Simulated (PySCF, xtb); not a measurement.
O2Se, SMILES [Se](=O)=O (connectivity only; charge and spin as stated), charge +1, multiplicity 2.

Geometry optimised at r2SCAN-D4/def2-TZVP. The multiplicity is an assumed one; other spin states were not compared.

Calculation: IEF-PCM-PBE0/def2-SVP in PySCF 2.14.0.

The values are the electrostatic part of the solvation free energy, E(continuum) − E(gas) at the gas-phase geometry, in a cavity of scaled van der Waals radii (PySCF's table); cavitation and dispersion terms are not included.

| solvent | ε | ΔG(elec) (kcal/mol) |
|---|---|---|
| water | 78.36 | [?] |
| chloroform | 4.71 | -57.2 |
| 2-propanol | 19.26 | -69.4 |

**Question.** Some entries are withheld; supply them. (An estimate is asked for; the answer gives what the named calculation found.)

**Answer.** 
- water, ΔG(elec) (kcal/mol): -72.5

For comparison, GFN2-xTB/ALPB(water) (xtb, at the GFN2-xTB geometry, all terms of that model) gives -69.6 kcal/mol.
